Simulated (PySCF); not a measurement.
Ge(Me)3(SH), SMILES [CH3][Ge]([CH3])([CH3])[SH], GFN2-xTB optimised geometry.

```
15

C     -0.94     0.68     0.00
Ge    -0.31    -1.21     0.00
C     -0.85    -2.17    -1.65
C     -0.94    -2.17     1.64
S      1.94    -1.21     0.00
H     -2.03     0.70    -0.06
H     -0.64     1.19     0.91
H     -0.54     1.21    -0.85
H     -0.46    -3.18    -1.66
H     -1.94    -2.21    -1.73
H     -0.47    -1.65    -2.53
H     -2.03    -2.23     1.63
H     -0.63    -1.64     2.54
H     -0.54    -3.18     1.67
H      2.03    -0.55     1.14
```

Density from B3LYP/def2-TZVP (PySCF) at that geometry.

Minimum of the electron density along straight lines between bonded atoms, close to the bond critical point (lines longer than 1.1 times the sum of covalent radii, or with two minima, are not listed):

| bond | length / Å | ρ at the minimum / e bohr⁻³ | ∇²ρ there / e bohr⁻⁵ | position (fraction from the first atom) |
|---|---|---|---|---|
| C1–Ge2 | 1.996 | 0.120 | 0.06 | 0.53 |
| Ge2–C3 | 1.986 | 0.122 | 0.06 | 0.47 |
| Ge2–C4 | 1.996 | 0.120 | 0.06 | 0.47 |
| Ge2–S5 | 2.244 | 0.099 | 0.04 | 0.44 |
| C1–H6 | 1.085 | 0.278 | -0.94 | 0.64 |
| C1–H7 | 1.087 | 0.277 | -0.94 | 0.64 |
| C1–H8 | 1.086 | 0.278 | -0.94 | 0.64 |
| C3–H9 | 1.086 | 0.278 | -0.94 | 0.64 |
| C3–H10 | 1.086 | 0.277 | -0.94 | 0.64 |
| C3–H11 | 1.086 | 0.278 | -0.94 | 0.64 |
| C4–H12 | 1.085 | 0.278 | -0.94 | 0.64 |
| C4–H13 | 1.087 | 0.277 | -0.94 | 0.64 |
| C4–H14 | 1.086 | 0.278 | -0.94 | 0.64 |
| S5–H15 | 1.325 | 0.220 | -0.65 | 0.62 |
